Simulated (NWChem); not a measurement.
Program: NWChem. System: Cl$_{4}$Se, charge 0, spin multiplicity 1, at a geometry optimised with B3LYP/def2-SVP. The structure started from a generated list of species. Level: TD-PBE/def2-SVP.

Job file:

```
start mol
memory heap 200 mb stack 900 mb global 1100 mb
geometry units angstroms nocenter noautoz
  Se     0.000000     0.000000    -0.407335
  Cl     0.000000    -1.711236     0.977381
  Cl    -2.358087     0.000000    -0.570046
  Cl     0.000000     1.711236     0.977381
  Cl     2.358087     0.000000    -0.570046
  symmetry group C2v
end
basis spherical
  * library def2-svp
end
dft
  xc xpbe96 cpbe96
  semidirect memsize 60000000 filesize 0
  iterations 100
end
tddft
  rpa
  nroots 6
  notriplet
  thresh 1e-4
end
task tddft energy
```

NWChem printed:

```
             Northwest Computational Chemistry Package (NWChem) 7.3.0
             --------------------------------------------------------

                                NWChem Input Module
                                -------------------

 Scaling coordinates for geometry "geometry" by  1.889725989
 (inverse scale =  0.529177249)

 Turning off AUTOSYM since
 SYMMETRY directive was detected!

                             Geometry "geometry" -> ""
                             -------------------------

 Output coordinates in angstroms (scale by  1.889725989 to convert to a.u.)

  No.       Tag          Charge          X              Y              Z
 ---- ---------------- ---------- -------------- -------------- --------------
    1 Se                  34.0000     0.00000000     0.00000000    -0.40733500
    2 Cl                  17.0000     0.00000000    -1.71123600     0.97738100
    3 Cl                  17.0000    -2.35808700     0.00000000    -0.57004600
    4 Cl                  17.0000     0.00000000     1.71123600     0.97738100
    5 Cl                  17.0000     2.35808700     0.00000000    -0.57004600

 Effective nuclear repulsion energy (a.u.)     799.2353697261

            Nuclear Dipole moment (a.u.)
            ----------------------------
        X                 Y               Z
 ---------------- ---------------- ----------------
     0.0000000000     0.0000000000     0.0000000000

      Symmetry information
      --------------------

 Group name             C2v
 Group number             16
 Group order               4
 No. of unique centers     3

      Symmetry unique atoms

     1    2    3


 Summary of "ao basis" -> "" (spherical)
 ------------------------------------------------------------------------------
       Tag                 Description            Shells   Functions and Types
 ---------------- ------------------------------  ------  ---------------------
 *                          def2-svp                  on all atoms

  pbe96 is a nonlocal functional; adding pw91lda local functional.

                                 NWChem DFT Module
                                 -----------------

 Summary of "ao basis" -> "ao basis" (spherical)
 ------------------------------------------------------------------------------
       Tag                 Description            Shells   Functions and Types
 ---------------- ------------------------------  ------  ---------------------
 Se                         def2-svp                12       32   5s4p3d
 Cl                         def2-svp                 8       18   4s3p1d

 Summary of "ao basis" -> "ao basis" (spherical)
 ------------------------------------------------------------------------------
       Tag                 Description            Shells   Functions and Types
 ---------------- ------------------------------  ------  ---------------------
 Se                         def2-svp                12       32   5s4p3d
 Cl                         def2-svp                 8       18   4s3p1d

      Symmetry analysis of basis
      --------------------------

        a1         41
        a2         13
        b1         25
        b2         25

            General Information
            -------------------
          SCF calculation type: DFT
          Wavefunction type:  closed shell.
          No. of atoms     :     5
          No. of electrons :   102
           Alpha electrons :    51
            Beta electrons :    51
          Charge           :     0
          Spin multiplicity:     1
          Use of symmetry is: off; symmetry adaption is: on
          Maximum number of iterations: 100
          AO basis - number of functions:   104
                     number of shells:    44
          Convergence on energy requested:  1.00D-06
          Convergence on density requested:  1.00D-05
          Convergence on gradient requested:  5.00D-04

              XC Information
              --------------
          PerdewBurkeErnzerhof Exchange Functional  1.000
            Perdew 1991 LDA Correlation Functional  1.000 local
           PerdewBurkeErnz. Correlation Functional  1.000 non-local

             Grid Information
             ----------------
          Grid used for XC integration:  medium
          Radial quadrature: Mura-Knowles
          Angular quadrature: Lebedev.
          Tag              B.-S. Rad. Rad. Pts. Rad. Cut. Ang. Pts.
          ---              ---------- --------- --------- ---------
          Se                  1.15      112           7.0       590
          Cl                  1.00       88          11.0       590
          Grid pruning is: on
          Number of quadrature shells:   464
          Spatial weights used:  Erf1

          Convergence Information
          -----------------------
          Convergence aids based upon iterative change in
          total energy or number of iterations.
          Levelshifting, if invoked, occurs when the
          HOMO/LUMO gap drops below (HL_TOL):  1.00D-02
          DIIS, if invoked, will attempt to extrapolate
          using up to (NFOCK): 10 stored Fock matrices.

                    Damping( 0%)  Levelshifting(0.5)       DIIS
                  --------------- ------------------- ---------------
          dE  on:    start            ASAP                start
          dE off:    2 iters        100 iters           100 iters

      Screening Tolerance Information
      -------------------------------
          Density screening/tol_rho:  1.00D-10
          AO Gaussian exp screening on grid/accAOfunc:  14
          CD Gaussian exp screening on grid/accCDfunc:  20
[...]
     2   0 0 2    -48.709982   -112.147870   -112.147870    175.585759

                                NWChem TDDFT Module
                                -------------------

            General Information
            -------------------
           No. of orbitals :     208
            Alpha orbitals :     104
             Beta orbitals :     104
        Alpha frozen cores :       0
         Beta frozen cores :       0
     Alpha frozen virtuals :       0
      Beta frozen virtuals :       0
         Spin multiplicity :       1
    Number of AO functions :     104
        Use of symmetry is : off
      Symmetry adaption is : on
         Schwarz screening :  0.10D-07

              XC Information
              --------------
   PerdewBurkeErnzerhof Exchange Functional   1.00
     Perdew 1991 LDA Correlation Functional   1.00 local
    PerdewBurkeErnz. Correlation Functional   1.00 non-local

             TDDFT Information
             -----------------
          Calculation type : TDDFT
         Wavefunction type : Restricted singlets
          No. of electrons :     102
           Alpha electrons :      51
            Beta electrons :      51
              No. of roots :       6
          Max subspacesize :    5200
            Max iterations :     100
               Target root :       1
           Target symmetry : none
      Symmetry restriction : off
                 Algorithm : Optimal
        Davidson threshold :  0.10D-03

            Memory Information
            ------------------
          Available GA space size is         144168384 doubles
          Available MA space size is          50653812 doubles
          Length of a trial vector is         2703
          Algorithm : Incore multiple tensor contraction
          Estimated peak GA usage is          56817268 doubles
          Estimated peak MA usage is             25800 doubles

    6 smallest eigenvalue differences (eV)
--------------------------------------------------------
  No. Spin  Occ  Vir  Irrep   E(Occ)    E(Vir)   E(Diff)
--------------------------------------------------------
    1    1   51   52 a1       -0.260    -0.176     2.274
    2    1   50   52 a2       -0.267    -0.176     2.483
    3    1   49   52 b1       -0.270    -0.176     2.546
    4    1   51   53 b2       -0.260    -0.165     2.579
    5    1   48   52 b2       -0.275    -0.176     2.683
    6    1   50   53 b1       -0.267    -0.165     2.787
--------------------------------------------------------

  Entering Davidson iterations
  Restricted singlet excited states

  Iter   NTrls   NConv    DeltaV     DeltaE      Time
  ----  ------  ------  ---------  ---------  ---------
    1      6       0     0.22E+00   0.10+100        1.8
    2     12       0     0.88E-01   0.23E-01        1.8
    3     24       0     0.41E-01   0.80E-02        2.7
    4     36       0     0.11E-01   0.50E-03        2.7
    5     48       0     0.26E-02   0.42E-04        2.7
    6     60       3     0.62E-03   0.31E-05        2.8
    7     66       5     0.26E-03   0.12E-06        1.8
    8     68       6     0.79E-04   0.23E-07        1.2
  ----  ------  ------  ---------  ---------  ---------
  Convergence criterion met

  Ground state a1      -4240.365084216874 a.u.

  ----------------------------------------------------------------------------
  Root   1 singlet a1             0.090992008 a.u.                2.4760 eV
  ----------------------------------------------------------------------------
     Transition Moments    X  0.00000   Y  0.00000   Z -0.21294
     Transition Moments   XX  0.66569  XY -0.00000  XZ -0.00000
     Transition Moments   YY -1.19527  YZ -0.00000  ZZ  0.24698
     Dipole Oscillator Strength                    0.0027506841
     Electric Quadrupole                           0.0000000038
     Magnetic Dipole                               0.0000000000
     Total Oscillator Strength                     0.0027506879

          sigma_e =   1.9611 Angstrom
          sigma_h =   2.5525 Angstrom
         |d_h->e| =   0.6834 Angstrom
            d_exc =   3.2909 Angstrom
            d_CD1 =   1.2748 Angstrom
            d_CD2 =  -1.5735 Angstrom
            d_CD3 =   3.9743 Angstrom
     Pearson C.C. =  -0.0002

     Occ.   47  a1  ---  Virt.   52  a1  -0.09727 X
     Occ.   48  b2  ---  Virt.   53  b2  -0.16558 X
     Occ.   51  a1  ---  Virt.   52  a1   0.98022 X
  ----------------------------------------------------------------------------
  Root   2 singlet a2             0.093200416 a.u.                2.5361 eV
  ----------------------------------------------------------------------------
     Transition Moments    X -0.00000   Y -0.00000   Z  0.00000
     Transition Moments   XX -0.00000  XY -0.21159  XZ  0.00000
     Transition Moments   YY -0.00000  YZ -0.00000  ZZ  0.00000
     Dipole Oscillator Strength                    0.0000000000
     Electric Quadrupole                           0.0000000002
     Magnetic Dipole                               0.0000002731
     Total Oscillator Strength                     0.0000002733

          sigma_e =   1.9581 Angstrom
          sigma_h =   2.5601 Angstrom
         |d_h->e| =   0.5640 Angstrom
            d_exc =   3.2930 Angstrom
            d_CD1 =   1.1660 Angstrom
            d_CD2 =  -1.6950 Angstrom
            d_CD3 =   3.8571 Angstrom
     Pearson C.C. =  -0.0138

     Occ.   49  b1  ---  Virt.   53  b2  -0.12589 X
     Occ.   50  a2  ---  Virt.   52  a1   0.99154 X
  ----------------------------------------------------------------------------
  Root   3 singlet b1             0.098922787 a.u.                2.6918 eV
  ----------------------------------------------------------------------------
     Transition Moments    X -0.19282   Y  0.00000   Z -0.00000
     Transition Moments   XX -0.00000  XY  0.00000  XZ  0.28189
     Transition Moments   YY  0.00000  YZ  0.00000  ZZ -0.00000
     Dipole Oscillator Strength                    0.0024519049
     Electric Quadrupole                           0.0000000004
     Magnetic Dipole                               0.0000000084
     Total Oscillator Strength                     0.0024519137

          sigma_e =   1.9533 Angstrom
          sigma_h =   2.5566 Angstrom
         |d_h->e| =   0.4980 Angstrom
            d_exc =   3.2944 Angstrom
            d_CD1 =   1.1013 Angstrom
            d_CD2 =  -1.7570 Angstrom
            d_CD3 =   3.7924 Angstrom
     Pearson C.C. =  -0.0254

     Occ.   47  a1  ---  Virt.   54  b1   0.05840 X
     Occ.   49  b1  ---  Virt.   52  a1   0.88073 X
     Occ.   50  a2  ---  Virt.   53  b2  -0.46819 X
     Occ.   51  a1  ---  Virt.   54  b1  -0.05051 X
  ----------------------------------------------------------------------------
  Root   4 singlet b2             0.099547076 a.u.                2.7088 eV
  ----------------------------------------------------------------------------
     Transition Moments    X -0.00000   Y  0.07373   Z  0.00000
     Transition Moments   XX  0.00000  XY  0.00000  XZ  0.00000
     Transition Moments   YY -0.00000  YZ -0.05287  ZZ  0.00000
     Dipole Oscillator Strength                    0.0003607887
     Electric Quadrupole                           0.0000000000
     Magnetic Dipole                               0.0000005623
     Total Oscillator Strength                     0.0003613510

          sigma_e =   1.9495 Angstrom
          sigma_h =   2.5546 Angstrom
         |d_h->e| =   0.5773 Angstrom
            d_exc =   3.2837 Angstrom
            d_CD1 =   1.1824 Angstrom
            d_CD2 =  -1.6747 Angstrom
            d_CD3 =   3.8611 Angstrom
     Pearson C.C. =  -0.0124

     Occ.   47  a1  ---  Virt.   53  b2  -0.10376 X
     Occ.   48  b2  ---  Virt.   52  a1   0.79580 X
     Occ.   51  a1  ---  Virt.   53  b2  -0.59551 X
  ----------------------------------------------------------------------------
  Root   5 singlet b2             0.103539697 a.u.                2.8175 eV
  ----------------------------------------------------------------------------
     Transition Moments    X -0.00000   Y -0.21341   Z -0.00000
     Transition Moments   XX -0.00000  XY -0.00000  XZ  0.00000
     Transition Moments   YY  0.00000  YZ -0.56287  ZZ -0.00000
     Dipole Oscillator Strength                    0.0031436068
     Electric Quadrupole                           0.0000000019
     Magnetic Dipole                               0.0000000000
     Total Oscillator Strength                     0.0031436087

          sigma_e =   1.9383 Angstrom
          sigma_h =   2.5551 Angstrom
         |d_h->e| =   0.5066 Angstrom
            d_exc =   3.2450 Angstrom
            d_CD1 =   1.1234 Angstrom
            d_CD2 =  -1.7401 Angstrom
            d_CD3 =   3.7516 Angstrom
     Pearson C.C. =   0.0012

     Occ.   43  a1  ---  Virt.   53  b2  -0.09866 X
     Occ.   45  b2  ---  Virt.   52  a1  -0.09566 X
     Occ.   48  b2  ---  Virt.   52  a1   0.59891 X
     Occ.   51  a1  ---  Virt.   53  b2   0.78687 X
  ----------------------------------------------------------------------------
  Root   6 singlet a2             0.106731319 a.u.                2.9043 eV
  ----------------------------------------------------------------------------
     Transition Moments    X  0.00000   Y  0.00000   Z -0.00000
     Transition Moments   XX  0.00000  XY  0.14945  XZ -0.00000
     Transition Moments   YY  0.00000  YZ -0.00000  ZZ -0.00000
     Dipole Oscillator Strength                    0.0000000000
     Electric Quadrupole                           0.0000000001
     Magnetic Dipole                               0.0000000782
     Total Oscillator Strength                     0.0000000784

          sigma_e =   1.9159 Angstrom
          sigma_h =   2.5594 Angstrom
         |d_h->e| =   0.3642 Angstrom
            d_exc =   3.2194 Angstrom
            d_CD1 =   1.0076 Angstrom
            d_CD2 =  -1.8734 Angstrom
            d_CD3 =   3.5836 Angstrom
     Pearson C.C. =  -0.0011

     Occ.   49  b1  ---  Virt.   53  b2  -0.99132 X
     Occ.   50  a2  ---  Virt.   52  a1  -0.12463 X

              Target root =      1
          Target symmetry = none
      Ground state energy =  -4240.365084216874
        Excitation energy =      0.090992007666
     Excited state energy =  -4240.274092209209

  stored tddft:energy   -4240.2740922092089

 Task  times  cpu:       21.3s     wall:       21.3s

 Total times  cpu:       21.3s     wall:       21.3s
```
